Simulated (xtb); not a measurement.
chloroform (CHCl₃), singlet, at a GFN2-xTB geometry; GFN0-xTB with ALPB(ether) (xtb 6.7.1).

Here is a job for xtb.
```
$ xtb mol.xyz --gfn 0 --alpb ether --json

# file mol.xyz
5

C     -0.00102295     0.00710830     0.48100116
H     -0.00334391     0.02323614     1.57233262
Cl     0.00925814     1.67396575    -0.11215631
Cl     1.44662035    -0.84673105    -0.07184825
Cl    -1.45532076    -0.83111035    -0.07825071
```

Output, abridged:

```
   ID    Z sym.   atoms
    1    6 C      1
    2    1 H      2
    3   17 Cl     3-5

           -------------------------------------------------
          |                Calculation Setup                |
           -------------------------------------------------

           -------------------------------------------------
          |                 G F N 0 - x T B                 |
           -------------------------------------------------

      * Solvation model:               ALPB
        Solvent                        ether
        Parameter file                 internal GFN-FF/ALPB
        Dielectric constant                4.3300E+00
        Reference state                gsolv [1 M gas/solution]
        Free energy shift                  6.7832E-03 Eh       4.2565E+00 kcal/mol
        Temperature                        2.9815E+02 K
        Density                            7.1300E-01 kg/L
        Solvent mass                       7.4120E+01 g/mol
        Interaction kernel             P16
        Born radius scaling (c1)           1.8092E+00
        Born radii integrator          GBOBC
        Born offset                        0.0000E+00 a0       0.0000E+00 AA
        H-bond correction              true
        Ion screening                  false
        Surface tension                    1.0000E-05 Eh       1.5569E+01 dyn/cm
        Grid points                               230 per atom

          ...................................................
          :                      SETUP                      :
          :.................................................:
          :  # basis functions                  36          :
          :  # atomic orbitals                  33          :
          :  # shells                           13          :
          :  # electrons                        26          :
          :  electronic temp.          300.0000000     K    :
          :  accuracy                    1.0000000          :
          :  -> integral cutoff          0.2500000E+02      :
          :  -> integral neglect         0.1000000E-07      :
          ...................................................

         :::::::::::::::::::::::::::::::::::::::::::::::::::::
         ::                     SUMMARY                     ::
         :::::::::::::::::::::::::::::::::::::::::::::::::::::
         :: total energy             -15.520118760261 Eh    ::
         :: total w/o Gsasa/hb       -15.514663297079 Eh    ::
[...]
        18                         -0.0692808              -1.8852
        19                         -0.0681993              -1.8558
        20                         -0.0681993              -1.8558
        21                         -0.0643962              -1.7523
        22                         -0.0643962              -1.7523
        23                         -0.0618172              -1.6821
        24                         -0.0609635              -1.6589
       ...                                ...                  ...
        33                          0.3330107               9.0617
      -------------------------------------------------------------
                  HL-Gap            0.1923368 Eh            5.2338 eV
             Fermi-level            0.0000000 Eh            0.0000 eV

     #   Z          covCN         q      C6AA      α(0)
     1   6 C        3.590     0.219    19.733     6.500
     2   1 H        0.925     0.113     1.675     2.024
     3  17 Cl       1.176    -0.111   100.635    15.335
     4  17 Cl       1.176    -0.111   100.635    15.335
     5  17 Cl       1.176    -0.111   100.635    15.335

 Mol. C6AA /au·bohr⁶  :       1283.417257
 Mol. C8AA /au·bohr⁸  :      49617.973583
 Mol. α(0) /au        :         54.529525

Wiberg/Mayer (AO) data.
largest (>0.10) Wiberg bond orders for each atom

 ---------------------------------------------------------------------------
     #   Z sym  total        # sym  WBO       # sym  WBO       # sym  WBO
 ---------------------------------------------------------------------------
     1   6 C    3.797 --     2 H    0.959     4 Cl   0.946     3 Cl   0.946
                             5 Cl   0.946
     2   1 H    1.000 --     1 C    0.959
     3  17 Cl   1.071 --     1 C    0.946
     4  17 Cl   1.071 --     1 C    0.946
     5  17 Cl   1.071 --     1 C    0.946
 ---------------------------------------------------------------------------

Topologies differ in total number of bonds
Writing topology from bond orders to xtbtopo.mol

 dipole moment from electron density (au)
     X       Y       Z
  -0.0012   0.0082   0.5575  total (Debye):    1.417

           -------------------------------------------------
          | TOTAL ENERGY              -15.520118760261 Eh   |
          | GRADIENT NORM               0.005992588442 Eh/α |
          | HOMO-LUMO GAP               5.233750782965 eV   |
           -------------------------------------------------

normal termination of xtb
```
